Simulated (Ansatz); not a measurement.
Start from `[CH3][GaH][CH2]S` and change one atom or group to get `B[CH2][GaH][CH3]`.

Ansatz, PBE0-D4/def2-TZVP geometries, multiplicity 1. Each molecule was computed in one conformer, which needn't be the lowest.

Scalar relativity is left out up to krypton.

```tsv
property	`[CH3][GaH][CH2]S`
HOMO energy (B3LYP/def2-TZVPP) / eV	-6.50
HOMO energy (PBE0/def2-TZVPP) / eV	-6.71
LUMO energy (ωB97M-V/def2-TZVPP) / eV	1.21
size of the dipole moment (B3LYP/def2-TZVPP) / D	0.89
size of the dipole moment (PBE/def2-TZVPP) / D	0.87
HOMO–LUMO gap (ωB97M-V/def2-TZVPP) / eV	10.06
```

Question: Give the same properties after the change, and the shifts. (An estimate is asked.)

Answer: The calculation gave: 
```json
{"property": "HOMO energy (B3LYP/def2-TZVPP) / eV", "`B[CH2][GaH][CH3]`": "-7.64", "shift": "-1.14"}
{"property": "HOMO energy (PBE0/def2-TZVPP) / eV", "`B[CH2][GaH][CH3]`": "-7.88", "shift": "-1.17"}
{"property": "LUMO energy (ωB97M-V/def2-TZVPP) / eV", "`B[CH2][GaH][CH3]`": "0.02", "shift": "-1.19"}
{"property": "size of the dipole moment (B3LYP/def2-TZVPP) / D", "`B[CH2][GaH][CH3]`": "1.50", "shift": "0.61"}
{"property": "size of the dipole moment (PBE/def2-TZVPP) / D", "`B[CH2][GaH][CH3]`": "1.61", "shift": "0.74"}
{"property": "HOMO–LUMO gap (ωB97M-V/def2-TZVPP) / eV", "`B[CH2][GaH][CH3]`": "10.06", "shift": "0.00"}
```

With PBE0 the HOMO falls by 1.17 eV and the LUMO falls by 1.31 eV, so the gap narrows by about 0.14 eV. PBE moves the HOMO by -1.17 eV and ωB97M-V by -1.18 eV. Dipoles are sizes alone; their direction can turn.

B3LYP here is the variant with VWN-RPA as its local correlation; programs differ in this.
